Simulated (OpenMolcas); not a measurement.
Co²⁺.

```json
{
 "Program": "OpenMolcas",
 "Basis": "ANO-RCC-VQZP [7s6p4d3f2g1h]",
 "Scalar Hamiltonian": "DKH2, point nucleus",
 "Active space": "7 electrons in 5 orbitals (3d)",
 "State averaging": "2S+1 = 4 even, 10 roots; 2S+1 = 2 even, 40 roots",
 "Spin-orbit coupling": "state interaction with AMFI integrals over the reference wave functions, term energies averaged over their components"
}
```

Two sets of levels on these reference wave functions, in cm-1 above 3d7 4F 9/2: one from CASSCF and one from MS-CASPT2, IPEA 0.25 Eh, imaginary shift 0.1 Eh (closed shells correlated: 3s 3p).

```tsv
Level	Set 1	Set 2
3d7 4F 9/2	0.0	0.0
3d7 4F 7/2	826	821
3d7 4F 5/2	1431	1429
3d7 4F 3/2	1844	1849
3d7 4P 5/2	15510	19400
3d7 2G 9/2	16190	19420
3d7 4P 3/2	15700	19690
3d7 4P 1/2	16140	20070
3d7 2G 7/2	16970	20200
3d7 2P 3/2	19580	25660
3d7 2H 11/2	22500	25780
3d7 2P 1/2	20240	26470
3d7 2H 9/2	23190	26470
3d7 2D 5/2(1)	22620	27930
3d7 2D 3/2(1)	23770	29130
3d7 2F 5/2	36870	44590
```

**Question.** Which set is which?

**Answer.** Set 1 is MS-CASPT2. Its levels of the other terms of 3d7 lie at 0.76 to 0.88 of the other set's values, as expected, since terms of lower spin or lower L gain more correlation energy than the Hund ground term. Against 14 measured levels (Sugar and Corliss, J. Phys. Chem. Ref. Data 10, 1097 (1981)) the mean absolute deviation is 330 cm-1 with it and 3300 cm-1 without; single levels miss by up to 800 cm-1 with it.

CASPT2 does not keep the components of a term degenerate, so their means are used; among the terms shown or strongly mixed into the levels shown the widest spread is 1200 cm-1 (3d7 4F, MS-CASPT2). Without dynamic correlation excited terms often stand tens of per cent too high (terms of higher spin than the ground term too low), and those without a measured partner can miss by more than the paired ones (holds for CASSCF). The CASPT2 spread within a term exceeds the gap to the next term for 3d7 2H and 3d7 2D(1), so the order of their levels is uncertain (holds for MS-CASPT2). Measured partners are found by configuration, term and J. A level has none where our copy of the source lacks it or the pairing is in doubt (some pairs that miss far off the trend of their configuration count as doubtful), and it then counts in no deviation. Only configurations of the active space appear. Levels that lie high or do not pair safely by name in every column are left out.

A number in round brackets counts repeated terms of one configuration in the order of the reference energies.
